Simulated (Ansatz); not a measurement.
Geometry optimisation, UKS B3LYP/6-31G* (Ansatz 0.2.0).

input.yaml

```yaml
crystal:
  periodic: [false, false, false]
  atoms:
    - { symbol: Si, position_ang: [-1.0824, -0.6542, 0.3477] }
    - { symbol: F, position_ang: [0.1491, -0.2503, 1.8776] }
    - { symbol: H, position_ang: [-1.6141, -0.8916, -0.9959] }
    - { symbol: H, position_ang: [-1.8772, 0.3706, 0.9997] }
    - { symbol: O, position_ang: [-1.0409, -2.205, 0.8042] }
    - { symbol: H, position_ang: [0.9025, 0.0816, 0.9953] }
    - { symbol: "N", position_ang: [0.7834, 0.0897, -0.3341] }
    - { symbol: C, position_ang: [0.7908, 1.3633, -1.0088] }
    - { symbol: H, position_ang: [-0.7068, -2.4207, 1.6728] }
    - { symbol: H, position_ang: [1.3379, -0.602, -0.8167] }
    - { symbol: H, position_ang: [0.3338, 1.2973, -2.0013] }
    - { symbol: H, position_ang: [1.8094, 1.7479, -1.1227] }
    - { symbol: H, position_ang: [0.2147, 2.0733, -0.418] }
magnetization:
  spin_polarized: true
basis:
  gaussian: { orbitals: "6-31G*" }
hamiltonian:
  xc: b3lyp
relax:
  f_tol: 0.15
  max_steps: 25
  restrain:
    - { distance: [0, 6], at: 3.12, k: 30.0 }
    - { distance: [5, 1], at: 2.18, k: 30.0 }
    - { distance: [0, 1], at: 1.68, k: 30.0 }
    - { distance: [5, 6], at: 1.02, k: 30.0 }
```

Run as:

```bash
$ ansatz run input.yaml --threads 4 --pin off --max-ram 5120MiB --backend cpu --events-out ev --progress --plain --runs-dir out
```

Problem. Where does it end, and by what steps?

Solution. It converged. The restraints hold the end off the free minimum. After 15 steps the energy has fallen by 1.673 eV (the restraints' own energy left out); H4 moved furthest, 1.60 Å. Joined: H6–N7 (1.33 → 1.02 Å).

| step | energy less start (eV) | largest force component (eV/Å) | accepted |
| --- | --- | --- | --- |
| 0 | 0.0000 | 2.855 | yes |
| 1 | 0.2380 | 3.784 | yes |
| 2 | 0.3238 | 3.442 | yes |
| 3 | 0.0829 | 2.033 | yes |
| 4 | -0.5082 | 1.104 | yes |
| 5 | -0.8905 | 1.227 | yes |
| 6 | -1.1929 | 0.772 | yes |
| 7 | -1.3947 | 0.747 | yes |
| 8 | -1.4742 | 1.404 | yes |
| 9 | -1.5508 | 0.791 | yes |
| 10 | -1.5866 | 0.821 | yes |
| 11 | -1.6203 | 0.646 | yes |
| 12 | -1.6318 | 0.949 | yes |
| 13 | -1.6460 | 0.782 | yes |
| 14 | -1.6562 | 0.697 | yes |
| 15 | -1.6728 | 0.628 | yes |

```xyz
13
Properties=species:S:1:pos:R:3
Si -1.533 -0.715 0.931
F -0.496 0.292 1.730
H -1.830 -0.206 -0.415
H -2.751 -0.712 1.791
O -0.923 -2.248 0.833
H 1.248 0.175 0.424
N 1.082 0.080 -0.576
C 1.127 1.396 -1.215
H -1.067 -2.795 1.619
H 1.815 -0.520 -0.946
H 0.912 1.287 -2.283
H 2.079 1.945 -1.110
H 0.337 2.021 -0.785
```

Time of the run: 64 s on 4 threads of Arm Neoverse N1, on a shared host, peak memory 0.29 GiB.
